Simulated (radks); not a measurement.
Results of a calculation; reference values are marked as such.
Charge is removed step by step from the 4d down level of Ba2+, starting from [Kr] 4d(up 5, down 5) 5s2 5p6. Code: a radial shooting solver on a logarithmic mesh with Libxc functionals. Model: scalar-relativistic Kohn-Sham, r2SCAN, spin-polarised, spherical densities, finite nucleus; meta-GGA in the generalised Kohn-Sham scheme; Fermi nuclear charge, rms radius 4.8378 fm.

removed (e),E - E(0) (eV),eigenvalue (eV),E minus straight line (eV)
0,0.000,-103.71,0.000
0.25,26.532,-108.65,-1.882
0.5,54.306,-113.66,-2.522
0.75,83.342,-118.74,-1.900
1,113.66,-123.89,0.000

Removing the whole electron costs 113.66 eV by Delta-SCF, against 103.71 eV from minus the eigenvalue at the starting occupation. Slater's transition state (half an electron removed) gives 113.66 eV. Integrating minus the eigenvalue over the occupation (Janak's theorem) gives 113.71 eV. In this scalar-relativistic scheme the density is built from large components alone, so the theorem holds only approximately. The mean slope of the eigenvalue, de/dn, is 20.2 eV per electron.
